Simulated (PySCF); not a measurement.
BeI2, SMILES [I][Be][I]. Geometry optimised at B3LYP-D3(BJ)/def2-TZVP. The def2 effective core potentials stand for the cores of I; spin–orbit coupling is left out.

Level of theory: B3LYP-D3(BJ)/def2-TZVP (PySCF).

Harmonic wavenumbers (cm⁻¹): 167, 177, 177, 873. Rotational constants (GHz): 0.4246 (linear); symmetry number 2.

Problem. Work out the zero-point energy and the ideal-gas rigid-rotor harmonic-oscillator thermochemistry at 298.15 K and 1 atm.

Solution. ZPE = ½ Σ hcν = ½ × 1393 cm⁻¹ = 1.99 kcal/mol. H − E(el) = 5.24 kcal/mol. Entropy in cal/(mol K): translation 42.60, rotation 19.67, vibration 7.35, total 69.62. G − E(el) = -15.52 kcal/mol. Cp = 13.12 cal/(mol K).
